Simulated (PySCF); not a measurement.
# Core-level binding energies of `[C-]#[N+]c1ccccc1`

Species: C7H5N.
Geometry (PBE0-D3(BJ)/def2-TZVP, Å), atoms numbered from 1 in this order:
```xyz
13
C7H5N angstrom
C      3.5960    0.1293   -0.0267
N      2.4286    0.0889   -0.0190
C      1.0522    0.0378   -0.0087
C      0.4108   -1.1957    0.0244
C     -0.9726   -1.2389    0.0346
C     -1.7113   -0.0644    0.0120
C     -1.0615    1.1613   -0.0211
C      0.3212    1.2208   -0.0316
H      1.0025   -2.1020    0.0419
H     -1.4762   -2.1977    0.0605
H     -2.7938   -0.1046    0.0200
H     -1.6347    2.0804   -0.0388
H      0.8442    2.1682   -0.0574
```

Computed with PySCF 2.14.0, delta-SCF UKS SCAN, pcX-3 on the ionised atom, pcseg-2 elsewhere, spin-free X2C. Each binding energy is the total energy of the core-ionised species, with the hole localised on one atom, minus that of the ground state; both are solved self-consistently, so orbital relaxation is included.

**Question.** Give the core binding energies atom by atom.

**Answer.** 
```
atom(s)                       environment  level  binding energy (eV)  above the level's lowest (eV)  count
     C1                 isocyanide carbon   C 1s               291.46                          +0.89      1
     N2               isocyanide nitrogen   N 1s               406.28                           0.00      1
     C3  aromatic carbon bearing nitrogen   C 1s               292.28                          +1.71      1
  C4/C8                aromatic CH carbon   C 1s               290.70                          +0.13      2
  C5/C7                aromatic CH carbon   C 1s               290.71                          +0.14      2
     C6                aromatic CH carbon   C 1s               290.57                           0.00      1
```

The listed C 1s values span 1.71 eV, from C6 (bonded to 2 C (aromatic in the SMILES) and H) to C3 (bonded to N and 2 C (aromatic in the SMILES)). The widest gap between neighbouring values is 0.82 eV, between 291.46 and 292.28 eV. The values 290.70 and 290.71 eV lie too close for their order to be trusted.

**Question.** Which effective nuclear charge Zeff reproduces each element's mean 1s value in the hydrogen-like formula E = 13.606 eV × Zeff²?

**Answer.** C (Z = 6): mean 291.0 eV, Zeff = 4.62, Z − Zeff = 1.38; N (Z = 7): mean 406.3 eV, Zeff = 5.46, Z − Zeff = 1.54. Means run over the listed sites, weighted by atom count.

**Question.** Express the binding energy of C 1s of C3 in atomic units and per mole.

**Answer.** 292.28 eV = 10.7411 Eh = 28201 kJ/mol.

Atoms equivalent by their bonding share one computed value, that of the first of them. Spin contamination (⟨S²⟩ against 0.75 for a pure doublet) is marked for C 1s of C1 (0.94), which makes this value less certain. Geometry: PBE0-D3(BJ)/def2-TZVP; no solvent, vibrations or thermal averaging.
